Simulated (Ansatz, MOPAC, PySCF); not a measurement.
Dimer: HF (SMILES F) (first 2 atoms) with HCl (SMILES Cl); geometry from B3LYP-D3(BJ)/def2-TZVP.
(charge 0, multiplicity 1):
```xyz
4

F     -0.01249    -0.08389    -0.13914
H      0.15444     0.13382     0.75091
Cl    -0.02567     0.48085     3.00738
H     -1.24033     0.06343     2.98855
```

Monomers are frozen at their geometry in the pair; levels with a basis set take the counterpoise correction.

The state that AM1 reach isn't checked.

Programs: Ansatz (Gaussian basis) for Hartree–Fock, density functionals and correlated methods; MOPAC for AM1 (differences of heats of formation); PySCF for the dispersion terms. Each number belongs to the level named beside it.

One of these levels gives -132.0 meV for the interaction energy. Which one is it?
A. BLYP/def2-TZVPPD
B. AM1
C. r2SCAN-D3(BJ)/def2-TZVPPD
D. revPBE-D3(BJ)/def2-TZVPPD

D, revPBE-D3(BJ)/def2-TZVPPD. The others give -28.6 (AM1), -105.2 (BLYP/def2-TZVPPD), -152.3 (r2SCAN-D3(BJ)/def2-TZVPPD)

Ansatz is a first-principles code.
